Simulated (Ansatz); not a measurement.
Problem. Name a neutral molecule of B, C, O, Si and H with HOMO–LUMO gap (ωB97M-V/def2-TZVPP) between 9.90 and 10.20 eV and HOMO–LUMO gap (PBE0/def2-TZVPP) between 6.00 and 6.30 eV (Ansatz, PBE0-D4/def2-TZVP geometry).

Solution. `B[SiH2]/C=C/O` (10.01 eV, 6.10 eV); `CB1O[SiH2]1` (10.07 eV, 6.21 eV). Other molecules can fit too; these were computed, each in one conformer that needn't be the lowest.
